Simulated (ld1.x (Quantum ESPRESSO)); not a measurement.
**What one change does to a pseudopotential (Gd (Z = 64), PAW)**

```json
{
  "Element": "Gd",
  "Generator": "ld1.x (Quantum ESPRESSO) 7.5",
  "Type": "PAW",
  "Functional": "PW91",
  "Relativity": "scalar-relativistic",
  "Frozen core": "[Kr] 4d10",
  "Valence charge": "18",
  "Reference configuration": "4f7 5s2 5p6 5d1 6s1 6p0 (charge +1)",
  "Partial waves": "5s (bound): rcut 2.45, rcutus 2.60 bohr; 6s (bound): rcut 2.45, rcutus 2.60 bohr; 5p (bound): rcut 2.00, rcutus 2.20 bohr; 6p (bound, empty): rcut 2.00, rcutus 2.20 bohr; 5d (bound): rcut 1.55, rcutus 2.10 bohr; 5d channel at -0.25 Ry: rcut 1.55, rcutus 2.10 bohr; 4f (bound): rcut 1.10, rcutus 1.45 bohr; 4f channel at -0.55 Ry: rcut 1.10, rcutus 1.45 bohr",
  "Local potential": "all-electron potential smoothed inside 1.30 bohr (lloc = -2)",
  "Core correction": "Bessel-smoothed model core inside 1.10 bohr",
  "Augmentation charge": "PSQ, inside the norm-conserving radii"
}
```

Change: wave 5d channel at -0.25 Ry: rcut 1.55, rcutus 2.10 bohr becomes 5d channel at 0.1 Ry: rcut 1.55, rcutus 2.10 bohr.

Cutoffs: the cutoffs (Ry, on a coarse ladder) from which the occupation-weighted sum of valence levels, in a spherical-Bessel basis at the reference potential, stays within 10 and 1 mRy of its value at 400 Ry; they do not see the model core or the augmentation charge, which bear on the density cutoff. Errors are all-electron minus pseudo energies relative to the spin-unpolarised reference configuration.

Task: What does the change do?

Result: The potential gets neither clearly harder nor softer (70 Ry and 110 Ry → 70 Ry and 110 Ry); the errors of the 7 common tests hardly move; the range in which the d phases agree widens (upper end 2.7 → at the end of the scan); neither file shows a bound ghost.

```csv
quantity,base,changed
"cutoff, loose",70 Ry,70 Ry
"cutoff, tight",110 Ry,110 Ry
bound ghosts,none,none
"error for 4f7 5s2 5p6 5d1 6s2 6p0, meV [ΔE -6.69 eV]",+5.6,+5.6
"error for 4f7 5s2 5p6 5d1 6s0 6p0, meV [ΔE 12.12 eV]",+0.9,+0.8
"error for 4f7 5s2 5p6 5d0 6s0 6p0, meV [ΔE 32.04 eV]",-6.0,-6.0
"error for 4f7 5s2 5p6 5d0 6s2 6p0, meV [ΔE -0.59 eV]",+69,+69
"error for 4f7 5s2 5p6 5d1 6s0 6p1, meV [ΔE 3.59 eV]",+5.1,+5.0
"error for 4f7 5s2 5p6 5d1.5 6s1.5 6p0, meV [ΔE -5.85 eV]",+0.9,+0.9
"error for 4f7 5s2 5p6 5d0 6s2 6p1, meV [ΔE -4.85 eV]",+32,+32
s: phases at 2.85 bohr within 0.05 rad from the reference energy up to (Ry; the scan ends near 5),1.6,1.6
p: phases at 2.85 bohr within 0.05 rad from the reference energy up to (Ry; the scan ends near 5),to the end of the scan,to the end of the scan
d: phases at 2.85 bohr within 0.05 rad from the reference energy up to (Ry; the scan ends near 5),2.7,to the end of the scan
f: phases at 2.85 bohr within 0.05 rad from the reference energy up to (Ry; the scan ends near 5),to the end of the scan,to the end of the scan
lowest overlap eigenvalue by channel,"s 0.04, p 0.08, d 0.92, f 1.00","s 0.04, p 0.08, d 0.92, f 1.00"
```
